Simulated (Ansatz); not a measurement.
CH3BCl2O, SMILES `OB(Cl)CCl`. Charge 0, multiplicity 1. The structure was optimised at the PBE0-D4/def2-TZVP level. It is one conformer, not always the lowest.

```xyz
8

O     0.672    1.512    0.472
B    -0.120    0.737   -0.275
Cl   -1.103    1.489   -1.527
C    -0.232   -0.825   -0.105
Cl    0.826   -1.430    1.204
H     1.158    0.983    1.121
H     0.053   -1.343   -1.023
H    -1.253   -1.124    0.133
```

Task: What is the dipole moment at r2SCAN/def2-TZVPP? (Best estimate.)

Result: Ansatz gave: 1.20 D, with components (-0.04, -1.18, 0.18) D in this frame, pointing from negative to positive charge.

Task: And with PBE, B3LYP, ωB97M-V? (An estimate is asked.)

Result: Ansatz gave: PBE 1.18 D, B3LYP 1.25 D, ωB97M-V 1.26 D.

Task: Give the Mulliken charges with r2SCAN, B3LYP, ωB97M-V in def2-TZVPP. (Best estimate.)

Result: Computed: 
```tsv
atom	r2SCAN	B3LYP	ωB97M-V
O1	-0.25	-0.22	-0.22
B2	0.23	0.20	0.16
Cl3	-0.16	-0.17	-0.13
C4	-0.05	-0.12	-0.16
Cl5	-0.19	-0.17	-0.14
H6	0.22	0.20	0.20
H7	0.10	0.14	0.15
H8	0.10	0.14	0.15
```

B3LYP here is the variant with VWN-RPA as its local correlation; programs differ in this.
